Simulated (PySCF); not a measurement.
B₂FH₃, BClHO, BH₃NO, ClH₂NOSi and others (calculated)

All values are calculated (PySCF 2.14.0). Calculation on a computer-drawn molecule: optimised geometry and harmonic frequencies of an isolated molecule of the commonest isotopes, restricted reference for singlets and unrestricted otherwise, frozen core in MP2.

Common to all runs: multiplicity 1.

(1) B₂FH₃

Start structure:
```xyz
6
B2FH3
B     -1.1269     0.5310     0.7107
B     -1.4492    -0.4526    -0.6436
F     -1.8141     0.0817    -1.8132
H     -1.9877     0.8141     1.5001
H     -0.0200     0.9376     0.9420
H     -1.3668    -1.6548    -0.6184
```

- charge: 0
- method: MP2
- basis: cc-pVDZ
- rotational constants: 51.64, 8.156, 7.488 GHz
- total energy: -150.9119 hartree
- convergence status largest gradient component: 9.779e-06 hartree/bohr

Drawn bonds:
```csv
atom,other atom,order
1,2,1
2,3,1
1,4,1
1,5,1
2,6,1
```

Optimised structure:
```xyz
6
B2FH3
B     -1.1273     0.5323     0.7095
B     -1.4509    -0.4450    -0.6481
F     -1.8206     0.0780    -1.8363
H     -1.9883     0.8115     1.5098
H     -0.0140     0.9352     0.9501
H     -1.3636    -1.6550    -0.6073
```

Modes:
```csv
frequency (cm⁻¹),reduced mass (dalton)
262.8,1.158
273.1,3.188
476.8,1.11
755.1,2.524
955.9,1.722
985.1,1.643
1111,1.474
1203,1.275
1336,3.722
2614,1.074
2632,1.073
2700,1.121
```

(2) BClHO

Start structure:
```xyz
4
BClHO
O     -1.6282    -1.9668     0.4830
B     -2.4391    -1.0308     0.4014
Cl    -3.4454     0.2327     0.2135
H     -1.5232    -2.7352     1.0434
```

* charge: 1
* method: MP2
* basis: cc-pV(D+d)Z
* rotational constants: 1144, 4.911, 4.89 GHz
* total energy: -559.8132 hartree
* convergence status largest gradient component: 4.006e-06 hartree/bohr

Drawn bonds:
```csv
atom,other atom,order
1,2,1
2,3,1
1,4,1
```

Optimised structure:
```xyz
4
BClHO
O     -1.6087    -1.9694     0.4680
B     -2.4488    -1.0280     0.4075
Cl    -3.4518     0.2422     0.2111
H     -1.5266    -2.7449     1.0547
```

Modes:
```csv
frequency (cm⁻¹),reduced mass (dalton)
365,3.122
392.1,6.336
582.5,1.474
758.7,13.79
1847,9.353
3767,1.073
```

(3) BH₃NO

Start structure:
```xyz
6
BH3NO
N      0.2719    -0.6240     1.7898
B     -0.9233    -0.5781     1.1418
O     -2.0213    -0.5086     0.5865
H      0.8369    -1.4069     1.8071
H      0.6756     0.1422     2.2696
H     -2.8511    -0.4237     0.2036
```

* charge: 1
* method: HF
* basis: cc-pVDZ
* rotational constants: 256.4, 8.301, 8.175 GHz
* total energy: -155.5746 hartree
* convergence status largest gradient component: 3.108e-05 hartree/bohr

Drawn bonds:
```csv
atom,other atom,order
1,2,1
2,3,1
1,4,1
1,5,1
3,6,1
```

Optimised structure:
```xyz
6
BH3NO
N      0.2221    -0.5950     1.7700
B     -0.8870    -0.5336     1.0461
O     -1.8982    -0.4616     0.3025
H      0.7377    -1.4509     1.8994
H      0.6243     0.2150     2.2142
H     -2.8101    -0.5731     0.5663
```

Modes:
```csv
frequency (cm⁻¹),reduced mass (dalton)
391.7,2.468
444.9,2.934
478.4,1.112
582.1,1.273
838.6,1.398
984.5,1.586
1060,5.408
1654,1.126
2049,9.613
3719,1.051
3820,1.099
4027,1.07
```

(4) ClH₂NOSi

Start structure:
```xyz
6
ClH2NOSi
N     -3.1487    -0.5286    -2.3316
Si    -2.5368    -0.2251    -0.7849
O     -2.2588    -1.1862     0.3518
Cl    -2.0136     1.7152    -0.8015
H     -3.4553    -1.4841    -2.5654
H     -3.2824     0.1368    -3.0503
```

- charge: 0
- method: HF
- basis: cc-pV(D+d)Z
- rotational constants: 7.489, 3.727, 2.489 GHz
- total energy: -879.0173 hartree
- convergence status largest gradient component: 2.958e-05 hartree/bohr

Drawn bonds:
```csv
atom,other atom,order
1,2,1
2,3,2
2,4,1
1,5,1
1,6,1
```

Optimised structure:
```xyz
6
ClH2NOSi
N     -3.1516    -0.5538    -2.3081
Si    -2.5002    -0.2289    -0.8186
O     -2.2891    -1.1776     0.3109
Cl    -2.0198     1.7391    -0.7807
H     -3.4629    -1.4746    -2.5514
H     -3.2720     0.1238    -3.0340
```

Modes:
```csv
frequency (cm⁻¹),reduced mass (dalton)
264.1,4.82
315,6.675
366.8,7.908
417.5,1.205
493.2,1.098
566.1,11.2
881.5,1.419
964.5,5.73
1376,15.28
1671,1.139
3794,1.05
3905,1.099
```

(5) BFH₂O

Start structure:
```xyz
5
BFH2O
O     -2.0876    -2.3050     0.4307
B     -1.3638    -2.2328    -0.6405
F     -0.5543    -1.1252    -0.7718
H     -2.1497    -1.6308     1.0968
H     -1.2789    -3.0399    -1.4707
```

* charge: 0
* method: HF
* basis: cc-pVDZ
* rotational constants: 63.98, 10.58, 9.076 GHz
* total energy: -200.2732 hartree
* convergence status largest gradient component: 7.007e-06 hartree/bohr

Drawn bonds:
```csv
atom,other atom,order
1,2,1
2,3,1
1,4,1
2,5,1
```

Optimised structure:
```xyz
5
BFH2O
O     -2.1363    -2.3435     0.4372
B     -1.3354    -2.2077    -0.6254
F     -0.5754    -1.1149    -0.7468
H     -2.0946    -1.6169     1.0440
H     -1.2926    -3.0506    -1.4645
```

Modes:
```csv
frequency (cm⁻¹),reduced mass (dalton)
529,3.84
656.7,1.221
1009,1.582
1062,2.028
1152,1.268
1268,2.096
1495,6.408
2820,1.099
4139,1.066
```

(6) AlB₂H₅O

Start structure:
```xyz
9
AlB2H5O
B     -1.2834    -0.1960    -0.0589
B     -0.0153     0.5017    -0.5712
Al     0.6899    -1.4131     0.1354
O      1.0667    -2.3908    -1.0398
H     -1.7186    -0.1462     1.0359
H     -1.9377    -0.9823    -0.6856
H      0.6136     1.3532    -1.0854
H      1.2911    -1.7447     1.4935
H      1.3199    -3.1145    -1.7142
```

- charge: 0
- method: HF
- basis: cc-pV(D+d)Z
- rotational constants: 13.68, 2.628, 2.419 GHz
- total energy: -369.0612 hartree
- convergence status largest gradient component: 3.829e-05 hartree/bohr

Drawn bonds:
```csv
atom,other atom,order
1,2,1
2,3,1
3,4,1
1,5,1
1,6,1
2,7,1
3,8,1
4,9,1
```

Optimised structure:
```xyz
9
AlB2H5O
B     -1.7473     0.1342    -0.0964
B     -0.1041     0.1052    -0.3359
Al     1.1329    -1.6195    -0.0149
O      1.3093    -2.6910    -1.3171
H     -2.2222     0.4019     0.9785
H     -2.5180    -0.1540    -0.9758
H      0.4575     1.1084    -0.7059
H      1.8936    -1.9389     1.3402
H      1.8245    -3.4791    -1.3631
```

Modes:
```csv
frequency (cm⁻¹),reduced mass (dalton)
64.91,2.733
137.6,2.581
168,2.499
356.3,1.291
375.4,1.142
481.5,1.322
497.1,1.351
521.3,2.278
569.7,1.098
726.1,1.323
730.8,1.167
836.3,1.708
886.5,4.003
955.3,3.31
1058,1.502
1262,1.279
1961,1.042
2640,1.063
2658,1.084
2708,1.119
4218,1.068
```

(7) AlClH₃NO

Start structure:
```xyz
7
AlClH3NO
N      0.8697    -1.1677     0.7197
Al     0.4680    -0.2487    -0.7861
O      1.4239    -0.3724    -2.0704
Cl    -1.2367     0.8704    -0.7177
H      0.4411    -1.0895     1.5889
H      1.8141    -1.6843     0.7633
H      2.0487    -0.3762    -2.7738
```

- charge: 0
- method: HF
- basis: cc-pV(D+d)Z
- rotational constants: 6.34, 3.16, 2.109 GHz
- total energy: -832.6720 hartree
- convergence status largest gradient component: 1.353e-05 hartree/bohr

Drawn bonds:
```csv
atom,other atom,order
1,2,1
2,3,1
2,4,1
1,5,1
1,6,1
3,7,1
```

Optimised structure:
```xyz
7
AlClH3NO
N      0.9193    -1.1941     0.7496
Al     0.6260    -0.3117    -0.7265
O      1.6625    -0.4902    -2.0331
Cl    -1.0403     0.9777    -0.8505
H      0.3507    -1.1443     1.5728
H      1.6850    -1.8248     0.8921
H      1.6255    -0.0809    -2.8804
```

Modes:
```csv
frequency (cm⁻¹),reduced mass (dalton)
183.6,4.385
218.5,3.955
272.3,5.005
334.6,1.242
389.1,1.014
417.1,1.254
485.2,10.3
602.2,1.29
719.9,1.388
834.5,6.269
976.6,7.182
1668,1.113
3788,1.052
3875,1.094
4235,1.068
```

(8) BClFH

Start structure:
```xyz
4
BClFH
F      0.6640     0.8328     1.2504
B      0.9107    -0.0473     0.3049
Cl    -0.0805    -0.0226    -1.1406
H      1.7869    -0.8386     0.4341
```

- charge: 0
- method: MP2
- basis: cc-pV(D+d)Z
- rotational constants: 61.07, 5.502, 5.047 GHz
- total energy: -584.7186 hartree
- convergence status largest gradient component: 1.776e-05 hartree/bohr

Drawn bonds:
```csv
atom,other atom,order
1,2,1
2,3,1
2,4,1
```

Optimised structure:
```xyz
4
BClFH
F      0.6633     0.8421     1.2632
B      0.9064    -0.0466     0.2997
Cl    -0.0785    -0.0270    -1.1441
H      1.7899    -0.8443     0.4301
```

Modes:
```csv
frequency (cm⁻¹),reduced mass (dalton)
405.2,15.4
842.2,4.608
888.2,1.578
1114,1.305
1314,5.988
2754,1.097
```

(9) CH₅Al₂B

Start structure:
```xyz
9
CH5Al2B
C     -2.5917     0.1770     3.1803
B     -2.4020     0.9993     2.0712
Al    -1.9279     2.5036     0.7729
Al    -1.6050     3.8031    -1.3324
H     -2.9051    -0.8123     3.2668
H     -2.4604     0.5347     4.2513
H     -1.3820     3.8835     1.5146
H     -1.6509     3.8503    -2.9010
H     -1.1032     5.1786    -0.5661
```

* charge: 0
* method: HF
* basis: cc-pV(D+d)Z
* rotational constants: 10.6, 1.481, 1.324 GHz
* total energy: -549.2190 hartree
* convergence status largest gradient component: 1.592e-05 hartree/bohr

Drawn bonds:
```csv
atom,other atom,order
1,2,2
2,3,1
3,4,1
1,5,1
1,6,1
3,7,1
4,8,1
4,9,1
```

Optimised structure:
```xyz
9
CH5Al2B
C     -2.7207     0.3288     2.9354
B     -2.0942     1.4067     2.3091
Al    -1.1782     3.0277     1.3186
Al    -1.8682     3.7802    -1.0995
H     -3.5131    -0.2397     2.4561
H     -2.4503     0.0004     3.9351
H     -0.0361     3.7668     2.1389
H     -1.1641     3.1838    -2.3918
H     -3.0034     4.8631    -1.3443
```

Modes:
```csv
frequency (cm⁻¹),reduced mass (dalton)
68.51,1.056
71.77,4.33
178.4,1.965
235.4,1.406
242.8,2.387
333.1,7.039
351.5,1.064
482.8,6.15
493.3,1.333
529.1,1.14
623.5,1.23
726.5,1.64
847.4,1.072
871.7,1.322
1377,1.257
1643,4.01
1945,1.036
1954,1.058
1961,1.032
3284,1.063
3362,1.108
```

(10) AlBClHO

Start structure:
```xyz
5
AlBClHO
O      0.9960    -1.2077     1.3138
Al     0.0348    -0.0634     1.5900
B     -1.3889     1.6015     1.6663
Cl    -1.9657     2.2681     0.2703
H     -1.7906     2.0362     2.6571
```

* charge: 0
* method: HF
* basis: cc-pV(D+d)Z
* total energy: ?

Drawn bonds:
```csv
atom,other atom,order
1,2,2
2,3,1
3,4,1
3,5,1
```

Question: What total energy does the calculation give for AlBClHO (entry 10)?
Answer: -801.5493 hartree

Further results for AlBClHO (entry 10):

* rotational constants: 28.44, 1.561, 1.48 GHz
* convergence status largest gradient component: 2.412e-05 hartree/bohr

Optimised structure:
```xyz
5
AlBClHO
O      1.0329    -1.2409     1.3997
Al     0.0116    -0.0483     1.4976
B     -1.3825     1.5794     1.6699
Cl    -2.0127     2.3304     0.2180
H     -1.7638     2.0141     2.7123
```

Modes:
```csv
frequency (cm⁻¹),reduced mass (dalton)
102.8,15.27
173.1,6.552
247,21.43
526.1,5.748
708.7,1.493
874.6,4.59
1093,1.296
1211,16.54
2768,1.092
```
